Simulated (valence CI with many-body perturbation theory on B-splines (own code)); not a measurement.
**Level structure of Se XXVIII**

Computed by configuration interaction combined with many-body perturbation theory (CI+MBPT): five valence electrons over a frozen Dirac-Fock core [He], radial functions for each j: 11 s, 11 p, 10 d, 8 f, 5 g, 2 h, with the one-electron correlation potential Σ1 (screened to all orders), the two-electron term Σ2, the three-electron term Σ3, Breit, model QED; selected single and double excitations, second order for the rest, scaled by the run's own slope (own B-spline code, finite nucleus).

No measured spectrum was set against this ion. As an estimate, large intervals hold to a few tenths of a per cent, small ones and those within an open d or f shell to about a per cent. Among the levels kept, up to 5300 cm⁻¹ of a level comes from second order outside the variational space, and about a tenth of that is noise between levels of different J, which matters for small intervals.

Levels 46 to 90 of 209, with energies above the lowest level, (2s^2 2p1/2^2 2p3/2) J=3/2. "Leading %" is the weight of the configuration and term that name the level; weights of strongly mixed levels are sums over their largest components and can fall short. In the jj column 3d3/2^4 stands for four electrons in 3d with j = 3/2. Lifetimes count E1, E2, E3, M1 and M2 decay at the calculated energies, and are blank where another channel may lead or the interval is too uncertain; long ones can be off by a factor of two.

| No. | Configuration | Term | J | E (× 10³ cm⁻¹) | Leading % | Leading jj | g | Lifetime |
| --- | --- | --- | --- | --- | --- | --- | --- | --- |
| 46 | 2s2 2p2 3d | 2F | 7/2 | 14429 | 41 | 2s^2 2p1/2 2p3/2 3d3/2 (72 %) | 1.168 | 5.90 ps |
| 47 | 2s2 2p2 3d | 2F | 5/2 | 14433 | 44 | 2s^2 2p1/2 2p3/2 3d5/2 (85 %) | 1.199 | 24.3 fs |
| 48 | 2s2 2p2 3d | 4D | 3/2 | 14434 | 44 | 2s^2 2p1/2 2p3/2 3d5/2 (85 %) | 1.232 | 38.6 fs |
| 49 | 2s2 2p2 3p | 2D° | 5/2 | 14439 | 52 | 2s^2 2p3/2^2 3p3/2 (91 %) | 1.224 | 12.0 ps |
| 50 | 2s2 2p2 3p | 2F° | 7/2 | 14450 | 56 | 2s^2 2p3/2^2 3p3/2 (91 %) | 1.261 | 12.7 ps |
| 51 | 2s2 2p2 3p | 2P° | 1/2 | 14452 | 71 | 2s^2 2p3/2^2 3p3/2 (82 %) | 0.997 | 2.66 ps |
| 52 | 2s2 2p2 3d | 4F | 9/2 | 14458 | 59 | 2s^2 2p1/2 2p3/2 3d5/2 (92 %) | 1.238 | 219 ps |
| 53 | 2s 2p3 3s | 4S° | 3/2 | 14468 | 61 | 2s 2p1/2^2 2p3/2 3s (60 %) | 1.764 | 125 fs |
| 54 | 2s2 2p2 3d | 4D | 5/2 | 14492 | 39 | 2s^2 2p1/2 2p3/2 3d3/2 (50 %) | 1.288 | 19.6 fs |
| 55 | 2s2 2p2 3d | 4P | 3/2 | 14507 | 50 | 2s^2 2p1/2 2p3/2 3d3/2 (80 %) | 1.433 | 14.2 fs |
| 56 | 2s2 2p2 3d | 4P | 1/2 | 14521 | 59 | 2s^2 2p1/2 2p3/2 3d3/2 (83 %) | 2.183 | 14.1 fs |
| 57 | 2s2 2p2 3d | 2D | 5/2 | 14551 | 61 | 2s^2 2p1/2 2p3/2 3d5/2 (60 %) | 1.117 | 11.7 fs |
| 58 | 2s2 2p2 3d | 2F | 7/2 | 14555 | 45 | 2s^2 2p1/2 2p3/2 3d5/2 (73 %) | 1.083 | 17.9 fs |
| 59 | 2s2 2p2 3d | 2P | 1/2 | 14562 | 79 | 2s^2 2p1/2 2p3/2 3d5/2 (78 %) | 0.770 | 19.0 fs |
| 60 | 2s2 2p2 3d | 2D | 3/2 | 14564 | 75 | 2s^2 2p1/2 2p3/2 3d5/2 (89 %) | 0.877 | 21.3 fs |
| 61 | 2s2 2p2 3p | 2P° | 1/2 | 14595 | 88 | 2s^2 2p3/2^2 3p1/2 (89 %) | 0.676 | 5.07 ps |
| 62 | 2s2 2p2 3p | 2P° | 3/2 | 14597 | 66 | 2s^2 2p3/2^2 3p3/2 (88 %) | 1.304 | 1.19 ps |
| 63 | 2s 2p3 3p | 6P | 3/2 | 14641 | 74 | 2s 2p1/2^2 2p3/2 3p1/2 (61 %) | 2.199 | 1.08 ps |
| 64 | 2s 2p3 3p | 6P | 5/2 | 14653 | 62 | 2s 2p1/2^2 2p3/2 3p1/2 (56 %) | 1.723 | 311 fs |
| 65 | 2s2 2p2 3p | 2P° | 3/2 | 14669 | 69 | 2s^2 2p3/2^2 3p3/2 (92 %) | 1.295 | 3.52 ps |
| 66 | 2s 2p3 3s | 4D° | 1/2 | 14704 | 66 | 2s 2p1/2^2 2p3/2 3s (75 %) | 0.434 | 162 fs |
| 67 | 2s 2p3 3s | 4D° | 3/2 | 14720 | 48 | 2s 2p1/2^2 2p3/2 3s (66 %) | 1.350 | 216 fs |
| 68 | 2s 2p3 3p | 6P | 7/2 | 14731 | 81 | 2s 2p1/2^2 2p3/2 3p3/2 (61 %) | 1.645 | 3.37 ps |
| 69 | 2s 2p3 3s | 4D° | 5/2 | 14763 | 61 | 2s 2p1/2 2p3/2^2 3s (70 %) | 1.471 | 199 fs |
| 70 | 2s 2p3 3p | 4P | 3/2 | 14794 | 67 | 2s 2p1/2^2 2p3/2 3p3/2 (68 %) | 1.688 | 61.7 fs |
| 71 | 2s2 2p2 3d | 2F | 7/2 | 14798 | 54 | 2s^2 2p3/2^2 3d5/2 (94 %) | 1.217 | 539 fs |
| 72 | 2s2 2p2 3d | 2G | 9/2 | 14817 | 58 | 2s^2 2p3/2^2 3d5/2 (92 %) | 1.198 | 210 ps |
| 73 | 2s 2p3 3p | 4P | 5/2 | 14819 | 59 | 2s 2p1/2^2 2p3/2 3p3/2 (47 %) | 1.578 | 71.8 fs |
| 74 | 2s2 2p2 3d | 2P | 1/2 | 14826 | 40 | 2s 2p1/2^2 2p3/2 3p3/2 (30 %) | 1.525 | 34.7 fs |
| 75 | 2s2 2p2 3d | 2D | 3/2 | 14830 | 52 | 2s^2 2p3/2^2 3d3/2 (89 %) | 1.045 | 19.6 fs |
| 76 | 2s2 2p2 3d | 2D | 5/2 | 14833 | 37 | 2s^2 2p3/2^2 3d3/2 (74 %) | 1.207 | 17.4 fs |
| 77 | 2s 2p3 3p | 4P | 1/2 | 14839 | 40 | 2s 2p1/2^2 2p3/2 3p3/2 (30 %) | 1.605 | 59.9 fs |
| 78 | 2s 2p3 3s | 2D° | 3/2 | 14841 | 51 | 2s 2p1/2 2p3/2^2 3s (66 %) | 1.122 | 149 fs |
| 79 | 2s2 2p2 3d | 2F | 7/2 | 14863 | 52 | 2s^2 2p3/2^2 3d3/2 (91 %) | 1.073 | 14.6 fs |
| 80 | 2s 2p3 3s | 4D° | 7/2 | 14864 | 97 | 2s 2p1/2 2p3/2^2 3s (97 %) | 1.422 | 164 fs |
| 81 | 2s2 2p2 3d | 2S | 1/2 | 14900 | 59 | 2s^2 2p3/2^2 3d3/2 (46 %) | 2.037 | 17.6 fs |
| 82 | 2s2 2p2 3d | 2P | 3/2 | 14925 | 64 | 2s^2 2p3/2^2 3d5/2 (82 %) | 1.274 | 16.0 fs |
| 83 | 2s2 2p2 3d | 2D | 5/2 | 14938 | 63 | 2s^2 2p3/2^2 3d5/2 (83 %) | 1.116 | 17.3 fs |
| 84 | 2s 2p3 3s | 2D° | 5/2 | 14943 | 78 | 2s 2p1/2 2p3/2^2 3s (94 %) | 1.239 | 127 fs |
| 85 | 2s 2p3 3p | 4D | 1/2 | 14989 | 50 | 2s 2p1/2^2 2p3/2 3p1/2 (73 %) | 0.698 | 131 fs |
| 86 | 2s 2p3 3p | 4F | 3/2 | 14999 | 46 | 2s 2p1/2^2 2p3/2 3p1/2 (75 %) | 0.785 | 105 fs |
| 87 | 2s 2p3 3s | 4P° | 1/2 | 15034 | 86 | 2s 2p1/2 2p3/2^2 3s (95 %) | 2.390 | 184 fs |
| 88 | 2s2 2p2 3d | 2D | 5/2 | 15042 | 70 | 2s^2 2p3/2^2 3d5/2 (87 %) | 1.172 | 18.5 fs |
| 89 | 2s2 2p2 3d | 2D | 3/2 | 15049 | 47 | 2s^2 2p3/2^2 3d3/2 (48 %) | 1.047 | 26.8 fs |
| 90 | 2s2 2p2 3d | 2D | 3/2 | 15052 | 34 | 2s 2p1/2 2p3/2^2 3p1/2 (40 %) | 1.195 | 35.3 fs |

Where two levels of one J and parity lie close, their mixing, g and order are uncertain.
